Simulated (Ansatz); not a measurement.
Species: sum formula TaO$_{4}$H$_{3}$ (charge 0, singlet). 
Coordinates optimised at B3LYP-D3(BJ)/def2-TZVP (Ansatz, a first-principles code):
```xyz
8

Ta     0.0101     0.0075    -0.0094
O      1.1255     0.8388    -1.0427
O      0.9901    -0.9422     1.3418
H      1.9355    -1.0025     1.4945
O     -1.0177    -1.2305    -1.0574
H     -0.9866    -1.4222    -1.9972
O     -1.1595     1.2879     0.8155
H     -1.1928     2.2430     0.7286
```

CCSD(T) with Ansatz in growing basis sets, 32 correlated electrons. Cores are frozen in the correlated levels unless marked. UHF or UKS for open shells. No spin-orbit coupling. Frozen are the shells of the preceding noble gas and the d and f shells that filled before the atom's block. In def2 rows, elements after Kr have scalar-relativistic effective core potentials. Costs are ratios of core time to the smallest set, on shared machines of one kind, and rough; they hold the program's checks for lower states.

| basis | functions | cost over smallest | E(corr) (Eh) | electronic atomisation energy (kcal/mol) |
|---|---|---|---|---|
| def2-SVPD | 151 | 1× | -0.9944 | 836.1 |
| def2-TZVPPD | 270 | 6× | ? | ? |

Task: What does the step to def2-TZVPPD buy, and how does its cost grow by formal scaling?

Result: Formally CCSD grows as o²v⁴ and (T) as o³v⁴; with o = 16 and v going from 127 to 246 both grow 14-fold in the last step, while integrals and the mean field grow more slowly. That step adds 198.6 mEh of correlation energy and 30.1 kcal/mol to the atomisation energy. Row: E(corr) (Eh) -1.1929, electronic atomisation energy (kcal/mol) 866.2.
